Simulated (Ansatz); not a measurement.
Consider the substitution at a C–O bond: `C[O][Ga]([OH])[Cl]` + `N[SiH](O)S` → `CS[SiH](N)O` + `[OH][Ga]([OH])[Cl]`.

Program: Ansatz. Geometries: PBE0-D4/def2-TZVP. ΔE: electronic, gas phase. CCSD(T)/CBS is the MP2 limit (def2-TZVPP, def2-QZVPP) plus CCSD(T) − MP2 in def2-TZVPP, frozen cores. Functionals use def2-TZVPP. B3LYP here is the variant with VWN-RPA as its local correlation; programs differ in this. For Ga outer-core shells are correlated without core-valence functions, which leaves a few kJ/mol of doubt a bond. Scalar relativity is left out up to krypton. Each species was taken in one conformer, which may not be the lowest.

(1) Is it downhill or uphill in electronic energy at CCSD(T)/CBS, and by how much? (Best estimate.)

(2) What do these levels give: B3LYP-D4, ωB97M-V, PBE, HF/def2-TZVPP, HF/def2-QZVPP, SCS-MP2/def2-QZVPP? (Estimate.)

Largest T1 diagnostic among the species: 0.013.

Answers

(1) Ansatz gave: Downhill: ΔE = -11.3 kcal/mol.

(2) Computed: B3LYP-D4 -9.9, ωB97M-V -10.7, PBE -10.7, HF/def2-TZVPP -8.0, HF/def2-QZVPP -8.0, SCS-MP2/def2-QZVPP -11.3 kcal/mol.

In def2-TZVPP, CCSD(T) changes the Hartree–Fock value by −2.1 kcal/mol (the triples alone add −0.4 kcal/mol) and MP2 by −3.7 kcal/mol.
